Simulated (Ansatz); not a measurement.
## Reading a saddle point

A first-order saddle point of CH$_{8}$GeO, closed shell, PBE0-D4/def2-TZVP, with one imaginary mode of 1306i cm⁻¹:

```csv
atom,x (Å),y (Å),z (Å)
Ge1,-0.5059,0.7810,-1.0711
H2,1.4157,0.7196,-1.1388
H3,-0.5297,0.6968,-2.6032
H4,-0.3686,2.1978,-0.4907
H5,-1.8836,0.2461,-0.5749
H6,1.2143,-0.1150,-0.4634
O7,0.3330,-0.7344,-0.0629
C8,0.1260,-0.9085,1.3295
H9,0.5750,-1.8524,1.6431
H10,0.5705,-0.0875,1.9018
H11,-0.9466,-0.9437,1.5307
```

Ansatz 0.2.0; basis: def2-TZVPP and def2-QZVPP; cores frozen in the correlated methods. Filled d shells of the heavier atoms are correlated. The def2 sets are not built for correlating such inner shells, so the correlated values are less sure here. Extrapolation: Hartree–Fock as exp(−7.88 √X), correlation as X^−2.97.

Question: Which contacts change along the imaginary mode, and what lies on either side? (A judgement: the text doesn't fix the answer.)

Answer: The calculation gives: The step is CH₄O ([CH3][OH]) + GeH₄ → CH₆GeO ([CH3][O][GeH3]) + H₂, with the molecules in contact on both sides. Shortening one way: Ge1–O7, H2–H6; lengthening the same way: Ge1–H2, H6–O7.
| pair | one side (Å) | saddle (Å) | other side (Å) |
| --- | --- | --- | --- |
| Ge1–O7 | 3.19 | 2.00 | 1.78 |
| H2–H6 | 3.04 | 1.09 | 0.75 |
| Ge1–H2 | 1.54 | 1.92 | 4.71 |
| H6–O7 | 0.96 | 1.15 | 2.47 |

Question: Which side is lower, and how far does the saddle lie above each? (To be estimated.)

Answer: The calculation gives: The side with Ge1–H2, H6–O7 short is lower by 0.92 kcal/mol; the saddle lies 48.34 kcal/mol above it and 47.42 kcal/mol above the other (CCSD(T) at an estimated basis limit (MP2 extrapolated from triple and quadruple zeta, plus CCSD(T) − MP2 in triple zeta); electronic energies).

The T1 diagnostic stays at or below 0.014.

Labels in which every atom is bracketed show which atoms are joined, not bond orders.

For scale, one of the runs: CCSD(T)/def2-TZVPP, 222 basis functions, launched by `ansatz run in.yaml --threads 4 --pin off --events-out ev --progress --plain --max-ram 9574MiB`. Hardware: 4 CPU threads of an Arm Neoverse V2, shared host. Wall time 72 s; peak host memory 3.6 GiB.
